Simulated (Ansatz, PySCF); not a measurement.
Potential energy curve for NaBr, singlet. Each curve is given relative to its own lowest point near equilibrium.

```json
[
 {"R / Å": "2.02", "A": "36.2", "B": "31.1", "C": "26.5"},
 {"R / Å": "2.13", "A": "19.2", "B": "16.0", "C": "13.0"},
 {"R / Å": "2.25", "A": "8.2", "B": "6.5", "C": "4.8"},
 {"R / Å": "2.39", "A": "1.8", "B": "1.2", "C": "0.6"},
 {"R / Å": "2.47", "A": "0.3", "B": "0.2", "C": "0.0"},
 {"R / Å": "2.51", "A": "0.0", "B": "0.0", "C": "0.0"},
 {"R / Å": "2.59", "A": "0.0", "B": "0.3", "C": "0.7"},
 {"R / Å": "2.66", "A": "0.6", "B": "1.1", "C": "1.8"},
 {"R / Å": "2.77", "A": "2.4", "B": "3.1", "C": "4.1"},
 {"R / Å": "2.92", "A": "5.9", "B": "6.8", "C": "8.2"},
 {"R / Å": "3.05", "A": "9.6", "B": "10.4", "C": "12.1"},
 {"R / Å": "3.34", "A": "18.6", "B": "19.2", "C": "21.2"},
 {"R / Å": "3.73", "A": "30.6", "B": "30.3", "C": "32.5"},
 {"R / Å": "4.07", "A": "40.0", "B": "38.7", "C": "40.9"},
 {"R / Å": "4.59", "A": "52.3", "B": "48.7", "C": "50.7"},
 {"R / Å": "5.01", "A": "60.4", "B": "54.0", "C": "56.0"},
 {"R / Å": "5.50", "A": "68.0", "B": "58.2", "C": "60.2"},
 {"R / Å": "6.13", "A": "75.7", "B": "61.8", "C": "63.6"},
 {"R / Å": "6.89", "A": "82.9", "B": "64.4", "C": "66.1"},
 {"R / Å": "7.50", "A": "87.4", "B": "65.8", "C": "67.4"}
]
```

Energies in kcal/mol.

### Question
Match the curves with the methods RHF/cc-pVDZ (Ansatz, an electronic-structure program); PySCF 2.14.0 with unrestricted B3LYP/6-31G*, spherical d; unrestricted LDA (SVWN5)/6-31G*, spherical d (PySCF).

### Answer
A is RHF; B is UKS-B3LYP/6-31G*; C is UKS-LDA (SVWN5)/6-31G*.

The restricted form behind RHF keeps the bonding electrons paired and can't separate into open-shell fragments. The unrestricted determinant behind UKS-LDA (SVWN5)/6-31G*, UKS-B3LYP/6-31G* is spin-contaminated at 4.59 to 7.50 Å (<S²> up to 0.5, against 0.00 for a pure singlet).
